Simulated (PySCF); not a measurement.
SMILES F[Si](F)(/C=C/[SiH2]F)F (C2H4F4Si2) (PBE0/def2-SVP optimised geometry):

```
12

Si    -2.245     0.313     0.000
F     -2.706    -0.424     1.376
C     -0.377     0.313     0.000
C      0.336    -0.221     1.009
Si     2.171    -0.222     0.990
F      2.784    -1.700     1.067
F      2.803     0.595     2.215
F      2.698     0.456    -0.365
H     -2.784     1.700     0.000
H     -2.781    -0.457    -1.156
H      0.160     0.759    -0.849
H     -0.196    -0.669     1.859
```

Calculation: PBE0/def2-TZVP (PySCF).

Question: What are the frontier orbital energies and the dipole moment?

Answer: HOMO-2 -10.31 eV, HOMO-1 -9.34 eV, HOMO -9.00 eV, LUMO -1.88 eV, LUMO+1 -0.28 eV; dipole moment 2.40 D.

On the same geometry PBE/def2-TZVP in PySCF gives HOMO-2 -8.82 eV, HOMO-1 -7.94 eV, HOMO -7.81 eV, LUMO -2.81 eV, LUMO+1 -1.17 eV; dipole moment 2.26 D.

Meta-Löwdin charges at PBE0/def2-TZVP: Si1 0.95, F2 -0.51, C3 -0.32, C4 -0.39, Si5 1.66, F6 -0.49, F7 -0.49, F8 -0.49, H9 -0.10, H10 -0.10, H11 0.14, H12 0.15.
